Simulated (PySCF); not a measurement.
C3HF4, SMILES [C](/C(F)(F)F)=C\F, multiplicity 2. Atoms are numbered in the order given.

```xyz
8

F      0.2617     2.8980     0.0000
C     -0.2918     1.6911     0.0000
C      0.3956     0.5691     0.0000
C      0.0544    -0.8671     0.0000
F      0.5376    -1.4945    -1.0805
F      0.5376    -1.4945     1.0805
F     -1.2877    -1.0284     0.0000
H     -1.3911     1.7170     0.0000
```
Charge 0, spin multiplicity 2.

The structure is a stationary point at B3LYP-D3(BJ)/def2-SVP. The isomer is the one that the SMILES or the coordinates give; other isomers of the formula were not compared.

Two levels are set side by side: PBE/pcH-1 (PySCF) and B3LYP/pcH-1 (PySCF). Contact hyperfine couplings, same geometry. Differences are taken from unrounded values.

```csv
quantity,PBE
"A(iso) of 19F, atom F1 (MHz)",132.9
"A(iso) of 13C, atom C2 (MHz)",-37.0
"A(iso) of 13C, atom C3 (MHz)",308.0
"A(iso) of 13C, atom C4 (MHz)",9.2
"A(iso) of 19F, atom F5 (MHz)",-0.6
"A(iso) of 19F, atom F6 (MHz)",-0.6
"A(iso) of 19F, atom F7 (MHz)",102.6
"A(iso) of 1H, atom H8 (MHz)",109.1
```

These are the PBE values. What does B3LYP give? (Estimate from the structure and the level; the computed values follow.)


```tsv
quantity	B3LYP	PBE minus B3LYP
A(iso) of 19F, atom F1 (MHz)	118.2	14.7
A(iso) of 13C, atom C2 (MHz)	-40.0	3.0
A(iso) of 13C, atom C3 (MHz)	341.7	-33.7
A(iso) of 13C, atom C4 (MHz)	11.6	-2.4
A(iso) of 19F, atom F5 (MHz)	2.6	-3.2
A(iso) of 19F, atom F6 (MHz)	2.6	-3.2
A(iso) of 19F, atom F7 (MHz)	120.0	-17.4
A(iso) of 1H, atom H8 (MHz)	110.1	-1.0
```

Rough cost on one machine, each run with all the roots and properties that it gave: B3LYP against PBE within a factor of 2.
